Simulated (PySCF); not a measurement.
# Correlation energy of Zn¹¹⁺ (zinc, charge +11)

Starting occupation: [Ar] 3d1, 3d3/2 with m_j = +3/2. All numbers are calculated (PySCF 2.14, X2C-1e with screened-nucleus spin-orbit coupling, Gaussian nucleus, in an even-tempered Gaussian basis (17 s from 0.76 bohr⁻², ratio 2.8; 12 p from 0.98 bohr⁻², ratio 2.8; 8 d from 0.98 bohr⁻², ratio 2.8; 4 f from 2.9 bohr⁻², ratio 3)). Frozen: [Ne]; 9 electrons correlated; the 76 highest virtual spinors left out.

MP2 pair energies summed by pair of shells (mhartree):

| pair | energy | share (%) |
| --- | --- | --- |
| 3p3/2-3p3/2 | -104.07 | 32.4 |
| 3p1/2-3p3/2 | -85.39 | 26.5 |
| 3d3/2-3p3/2 | -36.78 | 11.4 |
| 3p3/2-3s1/2 | -30.47 | 9.5 |
| 3p1/2-3p1/2 | -17.82 | 5.5 |
| 3p1/2-3s1/2 | -15.13 | 4.7 |
| 3d3/2-3p1/2 | -14.68 | 4.6 |
| 3s1/2-3s1/2 | -10.18 | 3.2 |
| 3d3/2-3s1/2 | -7.15 | 2.2 |

Total MP2 correlation energy: -321.67 mhartree.
